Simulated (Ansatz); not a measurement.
C2H6ClFGe (SMILES [CH3][Ge]([CH3])([F])[Cl]), singlet, at a GFN2-xTB geometry, atoms displaced at random by about 0.03 Å a coordinate; B3LYP/STO-3G, gradient (Ansatz, a quantum-chemistry and plane-wave program).

Here is a job for Ansatz.
Ansatz 0.2 input:
```yaml
crystal:
  periodic: [false, false, false]
  atoms:
    - {symbol: C, position_ang: [1.78575046, -1.10994963, -0.00080735]}
    - {symbol: Ge, position_ang: [0.02125530, -0.16313339, 0.16674731]}
    - {symbol: C, position_ang: [-1.58401966, -0.99554759, 0.91850536]}
    - {symbol: F, position_ang: [0.43007510, 1.14852369, 1.36037126]}
    - {symbol: Cl, position_ang: [-0.39461884, 0.88233466, -1.57385312]}
    - {symbol: H, position_ang: [2.57706879, -0.45716651, -0.23842863]}
    - {symbol: H, position_ang: [1.73454480, -1.90705638, -0.69101670]}
    - {symbol: H, position_ang: [2.09188278, -1.49290328, 1.01829383]}
    - {symbol: H, position_ang: [-2.38612624, -0.26902571, 1.04462249]}
    - {symbol: H, position_ang: [-1.86151400, -1.83865314, 0.29442742]}
    - {symbol: H, position_ang: [-1.38127451, -1.45431408, 1.96515127]}
basis:
  gaussian:
    orbitals: STO-3G
hamiltonian:
  xc: b3lyp
output: {forces: true}
```

It wrote (shortened):

```
Functional definition: B3LYP
573 factors; integrals over basis functions are off by at most 2.9e-5 eV
mean field evaluation 1: about -73073.6509 eV, gradient 3.5e1 eV
mean field evaluation 2: about -73072.1871 eV, gradient 4.2e1 eV
mean field evaluation 4: about -73078.0256 eV, gradient 2.5e0 eV
mean field evaluation 8: about -73077.9939 eV, gradient 2.6e-2 eV
mean field -73077.99391997 eV, -2685.5667425157 hartree, gradient 3.1e-5 eV, S^2 0.000000; 0 other end points of the search recorded, 0 dependent functions left out
the calculation of the forces begins
reference -73077.99412104 eV, -2685.5667499047 hartree; 38, 38 occupied and 10, 10 virtual orbitals, 573 factors
Total energy: -73077.99412104 eV, -2685.5667499047 hartree
Atom 0 at     1.785750    -1.109950    -0.000807 Å, force    -2.621954     0.474988     3.253805 eV/Å
Atom 1 at     0.021255    -0.163133     0.166747 Å, force     1.795266     0.242783     4.061745 eV/Å
Atom 2 at    -1.584020    -0.995548     0.918505 Å, force     2.430179    -0.613045     1.510751 eV/Å
Atom 3 at     0.430075     1.148524     1.360371 Å, force    -0.596517    -1.697140    -1.606929 eV/Å
Atom 4 at    -0.394619     0.882335    -1.573853 Å, force    -0.417773     0.676118    -1.505958 eV/Å
Atom 5 at     2.577069    -0.457167    -0.238429 Å, force     1.196529     1.505024    -1.012759 eV/Å
Atom 6 at     1.734545    -1.907056    -0.691017 Å, force     0.110359    -1.445103    -1.141465 eV/Å
Atom 7 at     2.091883    -1.492903     1.018294 Å, force    -0.683638    -0.011489    -1.072584 eV/Å
Atom 8 at    -2.386126    -0.269026     1.044622 Å, force    -0.367849     0.070135    -0.273871 eV/Å
Atom 9 at    -1.861514    -1.838653     0.294427 Å, force    -0.705499    -0.207012    -0.361018 eV/Å
Atom 10 at    -1.381275    -1.454314     1.965151 Å, force    -0.139102     1.004741    -1.851717 eV/Å
Dipole moment:     0.034245    -0.503010     0.307950 e Å
```
